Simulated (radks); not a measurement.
Q: The table gives one normalised radial function P(r) = r R(r) of Bi8+ in [Xe] 4f14 5d7 (r in bohr). All-electron calculation, scalar-relativistic Kohn-Sham, LB94 model potential, spin-polarised, spherical densities, finite nucleus; open shells are filled with parallel spins first (spin-orbit coupling, left out, can overturn this in heavy ions); Fermi nuclear charge, rms radius 5.5211 fm. Program: a radial shooting solver on a logarithmic mesh with Libxc functionals.

r	P
0.001247	0.0000
0.001663	0.0001
0.002218	0.0001
0.002935	0.0002
0.003914	0.0005
0.005221	0.0011
0.006963	0.0024
0.009287	0.0050
0.01239	0.0105
0.01652	0.0215
0.02204	0.0424
0.02939	0.0800
0.0392	0.1416
0.05228	0.2296
0.06917	0.3266
0.09226	0.3915
0.1231	0.3407
0.1641	0.1063
0.2189	-0.2667
0.292	-0.5511
0.3894	-0.4652
0.5194	0.0517
0.6927	0.7044
0.9239	1.0717
1.222	0.9836
1.63	0.5943
2.175	0.2221
2.9	0.0449
3.869	0.0041
5.16	0.0001

Which n and l does it have? It may be an empty orbital.

A: n = 5, l = 2: the number of nodes gives n - l - 1 = 2, the rise at small r (about r^(l+1), flatter next to the nucleus through relativity) gives l, and the extent must fit the shell. The curve is that of 5d up; the table hardly tells the two spins apart. 5d up: eigenvalue -146.95 eV, 2 radial nodes at r = 0.179, 0.508 bohr, <r> = 1.12 bohr, 90 % of the charge inside 1.63 bohr.
